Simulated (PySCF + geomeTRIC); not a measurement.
Method: CAM-B3LYP-D3(BJ)/def2-TZVP (PySCF + geomeTRIC). fastk is a local helper that only speeds up exchange builds. No frequencies were computed at this level.

```python
import json, numpy as np
from pyscf import gto, dft
from fastk import lowrank_exchange
atoms = """
F     -2.088129     0.585513    -0.200252
Si    -0.881217    -0.313628     0.389399
Si     0.911968     0.486928    -0.695895
Cl     2.442998    -0.938585    -0.518037
H     -1.787125    -1.309554     1.007779
H      1.401506     1.489326     0.297531
"""
def scf(charge, spin, dm0=None):
    mol = gto.M(atom=atoms, basis='def2-tzvp', ecp={}, charge=charge, spin=spin, verbose=3, max_memory=3780)
    mf = dft.KS(mol, xc='cam-b3lyp').density_fit(auxbasis="def2-universal-jkfit")
    mf.disp = 'd3bj'
    mf.grids.level = 3
    mf.conv_tol = 1e-8
    mf.max_cycle = 60
    mf.kernel(dm0)
    if not mf.converged:
        mf = mf.newton().run(mf.mo_coeff, mf.mo_occ).undo_soscf()
    return mf
mf = scf(0, 0)
from pyscf.geomopt.geometric_solver import kernel as optimize
path = []
done, mol = optimize(mf, maxsteps=80, assert_convergence=False, callback=lambda env: path.append((env["energy"], bool(env["g_scanner"].converged))))
res = dict(converged=bool(done and path[-1][1]), energy=path[-1][0], path=[e for e, c in path], xyz=mol.atom_coords(unit="Angstrom").tolist(), nao=mol.nao)
json.dump(res, open("result.json", "w"))
```

Output:

```
converged SCF energy = -1140.3299189525
Geometry optimization cycle 1
converged SCF energy = -1140.32991895255
cycle 1: E = -1140.32991895  dE = -1140.33  norm(grad) = 0.0424862
Geometry optimization cycle 2
converged SCF energy = -1140.33707796776
cycle 2: E = -1140.33707797  dE = -0.00715902  norm(grad) = 0.0312212
Geometry optimization cycle 3
converged SCF energy = -1140.34408076505
cycle 3: E = -1140.34408077  dE = -0.0070028  norm(grad) = 0.0101592
Geometry optimization cycle 4
converged SCF energy = -1140.34668094025
cycle 4: E = -1140.34668094  dE = -0.00260018  norm(grad) = 0.0129348
Geometry optimization cycle 5
converged SCF energy = -1140.34878854542
cycle 5: E = -1140.34878855  dE = -0.00210761  norm(grad) = 0.0163948
Geometry optimization cycle 6
converged SCF energy = -1140.35036329718
cycle 6: E = -1140.3503633  dE = -0.00157475  norm(grad) = 0.0091748
Geometry optimization cycle 7
converged SCF energy = -1140.35135453006
cycle 7: E = -1140.35135453  dE = -0.000991233  norm(grad) = 0.00994284
Geometry optimization cycle 8
converged SCF energy = -1140.35170251333
cycle 8: E = -1140.35170251  dE = -0.000347983  norm(grad) = 0.00559038
Geometry optimization cycle 9
converged SCF energy = -1140.3518239944
cycle 9: E = -1140.35182399  dE = -0.000121481  norm(grad) = 0.00200062
Geometry optimization cycle 10
converged SCF energy = -1140.35184430954
cycle 10: E = -1140.35184431  dE = -2.03151e-05  norm(grad) = 0.00050914
Geometry optimization cycle 11
converged SCF energy = -1140.35185255319
cycle 11: E = -1140.35185255  dE = -8.24365e-06  norm(grad) = 0.00063737
Geometry optimization cycle 12
converged SCF energy = -1140.35185648326
cycle 12: E = -1140.35185648  dE = -3.93007e-06  norm(grad) = 0.000541093
Geometry optimization cycle 13
converged SCF energy = -1140.35185719021
cycle 13: E = -1140.35185719  dE = -7.06948e-07  norm(grad) = 0.000275496
Geometry optimization cycle 14
converged SCF energy = -1140.3518562672
cycle 14: E = -1140.35185627  dE = 9.23012e-07  norm(grad) = 0.000600008
Geometry optimization cycle 15
converged SCF energy = -1140.35185522144
cycle 15: E = -1140.35185522  dE = 1.04576e-06  norm(grad) = 0.000971962
Geometry optimization cycle 16
converged SCF energy = -1140.35185703202
cycle 16: E = -1140.35185703  dE = -1.81058e-06  norm(grad) = 0.000681683
Geometry optimization cycle 17
converged SCF energy = -1140.3518586015
cycle 17: E = -1140.3518586  dE = -1.56949e-06  norm(grad) = 0.000265676
Geometry optimization cycle 18
converged SCF energy = -1140.35185928091
cycle 18: E = -1140.35185928  dE = -6.79407e-07  norm(grad) = 0.000230007
Geometry optimization cycle 19
converged SCF energy = -1140.35185988405
cycle 19: E = -1140.35185988  dE = -6.03146e-07  norm(grad) = 0.000219774
Geometry optimization cycle 20
converged SCF energy = -1140.35186038161
cycle 20: E = -1140.35186038  dE = -4.97552e-07  norm(grad) = 0.000195342
Geometry optimization cycle 21
converged SCF energy = -1140.35186069962
cycle 21: E = -1140.3518607  dE = -3.18013e-07  norm(grad) = 0.000164889
Geometry optimization cycle 22
converged SCF energy = -1140.35186089326
cycle 22: E = -1140.35186089  dE = -1.93638e-07  norm(grad) = 0.000138655
Geometry optimization cycle 23
converged SCF energy = -1140.35186062821
cycle 23: E = -1140.35186063  dE = 2.65045e-07  norm(grad) = 0.000159287
Geometry optimization cycle 24
converged SCF energy = -1140.351860539
cycle 24: E = -1140.35186054  dE = 8.92114e-08  norm(grad) = 0.000137281
<class 'geometric.internal.Distance'> : 5
<class 'geometric.internal.Angle'> : 5
<class 'geometric.internal.OutOfPlane'> : 1
<class 'geometric.internal.Dihedral'> : 4
<class 'geometric.internal.TranslationX'> : 1
<class 'geometric.internal.TranslationY'> : 1
<class 'geometric.internal.TranslationZ'> : 1
<class 'geometric.internal.RotationA'> : 1
<class 'geometric.internal.RotationB'> : 1
<class 'geometric.internal.RotationC'> : 1
Step    0 : Gradient = 1.734e-02/3.163e-02 (rms/max) Energy = -1140.3299189525
Step    1 : Displace = 1.003e-01/1.465e-01 (rms/max) Trust = 1.000e-01 (=) Grad = 1.275e-02/2.348e-02 (rms/max) E (change) = -1140.3370779678 (-7.159e-03) Quality = 1.120
Step    2 : Displace = 1.518e-01/2.640e-01 (rms/max) Trust = 1.414e-01 (+) Grad = 4.147e-03/6.638e-03 (rms/max) E (change) = -1140.3440807650 (-7.003e-03) Quality = 0.849
Step    3 : Displace = 1.497e-01/2.151e-01 (rms/max) Trust = 2.000e-01 (+) Grad = 5.281e-03/8.410e-03 (rms/max) E (change) = -1140.3466809402 (-2.600e-03) Quality = 1.321
Step    4 : Displace = 1.588e-01/2.357e-01 (rms/max) Trust = 2.828e-01 (+) Grad = 6.693e-03/1.084e-02 (rms/max) E (change) = -1140.3487885454 (-2.108e-03) Quality = 1.142
Step    5 : Displace = 9.122e-02/1.297e-01 (rms/max) Trust = 3.000e-01 (+) Grad = 3.746e-03/7.347e-03 (rms/max) E (change) = -1140.3503632972 (-1.575e-03) Quality = 1.326
Step    6 : Displace = 8.184e-02/1.066e-01 (rms/max) Trust = 3.000e-01 (=) Grad = 4.059e-03/7.469e-03 (rms/max) E (change) = -1140.3513545301 (-9.912e-04) Quality = 1.060
Step    7 : Displace = 3.510e-02/4.403e-02 (rms/max) Trust = 3.000e-01 (=) Grad = 2.282e-03/2.982e-03 (rms/max) E (change) = -1140.3517025133 (-3.480e-04) Quality = 0.926
Step    8 : Displace = 1.568e-02/1.948e-02 (rms/max) Trust = 3.000e-01 (=) Grad = 8.168e-04/1.165e-03 (rms/max) E (change) = -1140.3518239944 (-1.215e-04) Quality = 1.220
Step    9 : Displace = 8.581e-03/1.360e-02 (rms/max) Trust = 3.000e-01 (=) Grad = 2.079e-04/2.886e-04 (rms/max) E (change) = -1140.3518443095 (-2.032e-05) Quality = 1.224
Step   10 : Displace = 7.574e-03/9.225e-03 (rms/max) Trust = 3.000e-01 (=) Grad = 2.602e-04/3.731e-04 (rms/max) E (change) = -1140.3518525532 (-8.244e-06) Quality = 1.199
Step   11 : Displace = 7.227e-03/9.515e-03 (rms/max) Trust = 3.000e-01 (=) Grad = 2.209e-04/2.960e-04 (rms/max) E (change) = -1140.3518564833 (-3.930e-06) Quality = 0.853
Step   12 : Displace = 3.261e-03/5.089e-03 (rms/max) Trust = 3.000e-01 (=) Grad = 1.125e-04/1.500e-04 (rms/max) E (change) = -1140.3518571902 (-7.069e-07) Quality = 0.362
Step   13 : Displace = 4.665e-03/7.753e-03 (rms/max) Trust = 3.000e-01 (=) Grad = 2.450e-04/3.513e-04 (rms/max) E (change) = -1140.3518562672 (+9.230e-07) Quality = -0.222
Step   14 : Displace = 2.238e-03/4.029e-03 (rms/max) Trust = 2.332e-03 (-) Grad = 3.968e-04/6.051e-04 (rms/max) E (change) = -1140.3518552214 (+1.046e-06) Quality = -0.166
Step   15 : Displace = 1.084e-03/1.951e-03 (rms/max) Trust = 1.119e-03 (-) Grad = 2.809e-04/4.177e-04 (rms/max) E (change) = -1140.3518570320 (-1.811e-06) Quality = 0.989
Step   16 : Displace = 1.588e-03/2.938e-03 (rms/max) Trust = 1.583e-03 (+) Grad = 1.080e-04/1.764e-04 (rms/max) E (change) = -1140.3518586015 (-1.569e-06) Quality = 0.568
Step   17 : Displace = 1.653e-03/2.507e-03 (rms/max) Trust = 1.583e-03 (=) Grad = 8.808e-05/1.227e-04 (rms/max) E (change) = -1140.3518592809 (-6.794e-07) Quality = 0.586
Step   18 : Displace = 1.680e-03/2.629e-03 (rms/max) Trust = 1.583e-03 (=) Grad = 7.821e-05/1.223e-04 (rms/max) E (change) = -1140.3518598841 (-6.031e-07) Quality = 0.573
Step   19 : Displace = 1.628e-03/2.185e-03 (rms/max) Trust = 1.583e-03 (=) Grad = 6.463e-05/9.723e-05 (rms/max) E (change) = -1140.3518603816 (-4.976e-07) Quality = 0.563
Step   20 : Displace = 1.692e-03/2.404e-03 (rms/max) Trust = 1.583e-03 (=) Grad = 4.028e-05/5.274e-05 (rms/max) E (change) = -1140.3518606996 (-3.180e-07) Quality = 0.437
Step   21 : Displace = 1.703e-03/2.229e-03 (rms/max) Trust = 1.583e-03 (=) Grad = 3.437e-05/4.886e-05 (rms/max) E (change) = -1140.3518608933 (-1.936e-07) Quality = 0.378
Step   22 : Displace = 1.648e-03/2.511e-03 (rms/max) Trust = 1.583e-03 (=) Grad = 2.236e-05/2.972e-05 (rms/max) E (change) = -1140.3518606282 (+2.650e-07) Quality = -0.871
Step   23 : Displace = 7.189e-04/1.118e-03 (rms/max) Trust = 7.913e-04 (-) Grad = 1.637e-05/2.346e-05 (rms/max) E (change) = -1140.3518605390 (+8.921e-08) Quality = -1.128
Converged! =D
```

Cost: about 4 core-minutes (a rough figure).
